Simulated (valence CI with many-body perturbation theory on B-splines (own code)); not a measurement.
E1 line list for Cu23+

Calculated by configuration interaction combined with many-body perturbation theory (CI+MBPT): four valence electrons over a frozen Dirac-Fock core [He], radial functions for each j: 11 s, 11 p, 9 d, 7 f, 5 g, 2 h, 1 i, with the one-electron correlation potential Σ1, the two-electron term Σ2, the three-electron term Σ3, Breit, model QED; selected CI, second order for the rest (own B-spline code, finite nucleus).

No measured levels were compared; by estimate levels of excited configurations hold to 0.05 to 0.15 % of their energy, terms of the ground configuration to about 0.5 %. Among the levels kept, up to 280 cm⁻¹ of a level comes from second order outside the variational space, and about a tenth of that is noise between levels of different J, which matters for small intervals.

Lines 201 to 250 of 263 in falling wavelength, among levels below 102.29 Ry, chosen from the strongest by gf and those to the six lowest levels. Wavelengths and rates use the calculated energies, so an error of 700 cm⁻¹ moves a line at 0.9484 nm by 0.0066 % and its rate by three times that or more. Electric multipoles are in the length gauge, E1 and E2 with the static RPA response of the core. Weak lines are less certain than strong ones. Lines between different terms over intervals too small for the method are left out, as are lines whose strength nearly cancels. The highest levels of a list are the least certain.

Names give the largest LS component (configuration and term), which can be under half, so a name can repeat, a term be missing and a line seem to break the LS rules; names also repeat where a configuration has a term twice. Letters in brackets count levels of one name in rising energy.

| λ vac (nm) | Upper | Lower | A (s⁻¹) | log gf | Branch % |
| --- | --- | --- | --- | --- | --- |
| 0.9484 | 2s.2p2.3d 3D_3 | 2s.2p3 5S°_2 | 3.37e+11 | -1.50 | 1.3 |
| 0.9483 | 2s.2p2.3p 3D°_1 [c] | 2s2.2p2 1S_0 | 1.57e+11 | -2.20 | 2.7 |
| 0.9476 | 2s.2p2.3p 3S°_1 | 2s2.2p2 3P_1 | 1.55e+12 | -1.20 | 17.1 |
| 0.9443 | 2s.2p2.3p 3D°_1 [a] | 2s2.2p2 3P_1 | 5.22e+11 | -1.68 | 5.4 |
| 0.9441 | 2s.2p2.3p 3D°_1 [b] | 2s2.2p2 3P_2 | 3.07e+11 | -1.91 | 4.4 |
| 0.9430 | 2s.2p2.3p 5P°_2 | 2s2.2p2 3P_1 | 2.02e+12 | -0.87 | 97.1 |
| 0.9430 | 2s.2p2.3p 5P°_3 | 2s2.2p2 3P_2 | 1.91e+12 | -0.75 | 80.0 |
| 0.9428 | 2s.2p2.3p 5D°_1 | 2s2.2p2 3P_0 | 9.31e+11 | -1.43 | 15.5 |
| 0.9417 | 2s.2p2.3p 1P°_1 [a] | 2s2.2p2 1S_0 | 2.01e+11 | -2.10 | 3.9 |
| 0.9409 | 2s.2p2.3p 3D°_2 [a] | 2s2.2p2 3P_2 | 4.34e+11 | -1.54 | 5.0 |
| 0.9400 | 2s.2p2.3p 3P°_1 [b] | 2s2.2p2 1S_0 | 1.34e+11 | -2.28 | 4.3 |
| 0.9391 | 2s.2p2.3p 3D°_1 [b] | 2s2.2p2 3P_1 | 5.99e+12 | -0.62 | 85.9 |
| 0.9387 | 2s.2p2.3p 3F°_2 | 2s2.2p2 1D_2 | 1.73e+12 | -0.94 | 47.2 |
| 0.9372 | 2s.2p2.3p 5S°_2 | 2s2.2p2 3P_2 | 7.96e+11 | -1.28 | 65.4 |
| 0.9369 | 2s.2p2.3p 1P°_1 [b] | 2s2.2p2 1S_0 | 4.32e+11 | -1.77 | 6.7 |
| 0.9359 | 2s.2p2.3p 3D°_2 [a] | 2s2.2p2 3P_1 | 8.08e+12 | -0.28 | 94.1 |
| 0.9359 | 2s.2p2.3p 3S°_1 | 2s2.2p2 3P_0 | 2.29e+12 | -1.05 | 25.2 |
| 0.9352 | 2s.2p2.3p 3D°_1 [c] | 2s2.2p2 1D_2 | 1.33e+12 | -1.28 | 23.2 |
| 0.9347 | 2s2.2p.3d 1P°_1 | 2s2.2p2 3P_0 | 2.03e+11 | -2.10 | 0.8 |
| 0.9341 | 2s.2p2.3p 3P°_2 [a] | 2s2.2p2 3P_2 | 7.60e+12 | -0.30 | 84.9 |
| 0.9339 | 2s.2p2.3p 3P°_1 [a] | 2s2.2p2 3P_2 | 7.77e+12 | -0.52 | 75.7 |
| 0.9338 | 2s.2p2.3p 3D°_3 [a] | 2s2.2p2 3P_2 | 7.40e+12 | -0.17 | 90.0 |
| 0.9326 | 2s.2p2.3p 3D°_1 [a] | 2s2.2p2 3P_0 | 6.72e+12 | -0.58 | 69.4 |
| 0.9326 | 2s.2p2.3p 3P°_0 [a] | 2s2.2p2 3P_1 | 9.59e+12 | -0.90 | 98.7 |
| 0.9323 | 2s.2p2.3p 5S°_2 | 2s2.2p2 3P_1 | 3.45e+11 | -1.65 | 28.3 |
| 0.9322 | 2s.2p2.3p 1D°_2 | 2s2.2p2 1D_2 | 3.61e+12 | -0.63 | 56.3 |
| 0.9302 | 2s.2p2.3p 3D°_2 [b] | 2s2.2p2 1D_2 | 1.44e+12 | -1.03 | 57.6 |
| 0.9295 | 2s.2p2.3p 1F°_3 | 2s2.2p2 1D_2 | 9.95e+12 | -0.04 | 85.5 |
| 0.9292 | 2s.2p2.3p 3P°_2 [a] | 2s2.2p2 3P_1 | 6.98e+11 | -1.34 | 7.8 |
| 0.9290 | 2s.2p2.3p 3P°_1 [a] | 2s2.2p2 3P_1 | 8.82e+11 | -1.47 | 8.6 |
| 0.9289 | 2s.2p2.3p 1P°_1 [a] | 2s2.2p2 1D_2 | 3.46e+12 | -0.87 | 67.0 |
| 0.9280 | 2s.2p2.3p 3D°_3 [b] | 2s2.2p2 1D_2 | 5.00e+11 | -1.35 | 59.7 |
| 0.9276 | 2s.2p2.3p 3D°_1 [b] | 2s2.2p2 3P_0 | 6.06e+11 | -1.63 | 8.7 |
| 0.9272 | 2s.2p2.3p 3P°_1 [b] | 2s2.2p2 1D_2 | 1.24e+12 | -1.32 | 39.7 |
| 0.9242 | 2s.2p2.3p 1P°_1 [b] | 2s2.2p2 1D_2 | 3.93e+12 | -0.82 | 61.0 |
| 0.9232 | 2s.2p2.3p 3P°_2 [b] | 2s2.2p2 1D_2 | 2.87e+12 | -0.74 | 75.9 |
| 0.9227 | 2s.2p2.3p 3F°_2 | 2s2.2p2 3P_2 | 1.71e+12 | -0.96 | 46.7 |
| 0.9220 | 2s.2p2.3p 3P°_2 [c] | 2s2.2p2 1D_2 | 2.15e+12 | -0.86 | 59.9 |
| 0.9193 | 2s.2p2.3p 3D°_1 [c] | 2s2.2p2 3P_2 | 2.36e+12 | -1.05 | 41.3 |
| 0.9179 | 2s.2p2.3p 3F°_2 | 2s2.2p2 3P_1 | 1.92e+11 | -1.92 | 5.2 |
| 0.9178 | 2s.2p2.3p 3F°_3 | 2s2.2p2 3P_2 | 1.32e+12 | -0.93 | 97.9 |
| 0.9177 | 2s.2p2.3p 3P°_1 [a] | 2s2.2p2 3P_0 | 6.49e+11 | -1.61 | 6.3 |
| 0.9163 | 2s.2p2.3p 1D°_2 | 2s2.2p2 3P_2 | 2.59e+12 | -0.79 | 40.3 |
| 0.9146 | 2s.2p2.3p 3D°_1 [c] | 2s2.2p2 3P_1 | 1.06e+12 | -1.40 | 18.6 |
| 0.9145 | 2s.2p2.3p 3D°_2 [b] | 2s2.2p2 3P_2 | 1.84e+11 | -1.94 | 7.4 |
| 0.9138 | 2s.2p2.3p 1F°_3 | 2s2.2p2 3P_2 | 1.61e+12 | -0.85 | 13.8 |
| 0.9132 | 2s.2p2.3p 1P°_1 [a] | 2s2.2p2 3P_2 | 5.02e+11 | -1.73 | 9.7 |
| 0.9123 | 2s.2p2.3p 3D°_3 [b] | 2s2.2p2 3P_2 | 3.05e+11 | -1.57 | 36.4 |
| 0.9116 | 2s.2p2.3p 1D°_2 | 2s2.2p2 3P_1 | 1.42e+11 | -2.05 | 2.2 |
| 0.9115 | 2s.2p2.3p 3P°_1 [b] | 2s2.2p2 3P_2 | 1.35e+11 | -2.30 | 4.3 |
